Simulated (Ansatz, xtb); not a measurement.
Relaxing a trial structure of BrGeHSSi

The starting geometry of this gas-phase triplet was built from a drawn formula by distance geometry; its bonds are those of `[S]=[GeH][Si]Br`.

```xyz
5

Br    1.1848    2.2712    0.9575
Ge   -1.2563    0.6690   -1.3530
S    -2.1452    2.4867   -0.8592
Si    0.4097    0.3190    0.1683
H    -1.3334   -0.5234   -2.0674
```

Task: Where would you expect an optimisation with r2SCAN-D4/def2-SVP to take it?

Result: It keeps its bonds, and is `[S]=[GeH][Si]Br`. Distances that change by over a tenth: Ge2–H5 (1.39 → 1.54 Å).

The energy falls by 0.59 eV over 7 steps:

```json
{"step": "1", "E − E(last) (eV)": "0.594"}
{"step": "2", "E − E(last) (eV)": "0.088"}
{"step": "3", "E − E(last) (eV)": "0.025"}
{"step": "4", "E − E(last) (eV)": "0.003"}
{"step": "5", "E − E(last) (eV)": "0.001"}
{"step": "6", "E − E(last) (eV)": "0.001"}
{"step": "7", "E − E(last) (eV)": "0.000"}
```

Final geometry (Å):

```csv
atom,x (Å),y (Å),z (Å)
Br,1.2578,2.1872,1.2577
Ge,-1.2284,0.7178,-1.2143
S,-2.3246,2.4564,-1.1953
Si,0.7385,0.3903,0.0415
H,-1.5838,-0.5293,-2.0434
```

From the same start GFN2-xTB ends elsewhere, differing in S3–Si4 (2.18 against 3.90 Å here).

No frequencies were run, so the end isn't proven a minimum. Open shells are spin-unrestricted. The triplet needn't be the ground state. Run with Ansatz 0.2.0, 4.6 min on 1 thread of AMD EPYC (Zen 3), on a shared host.
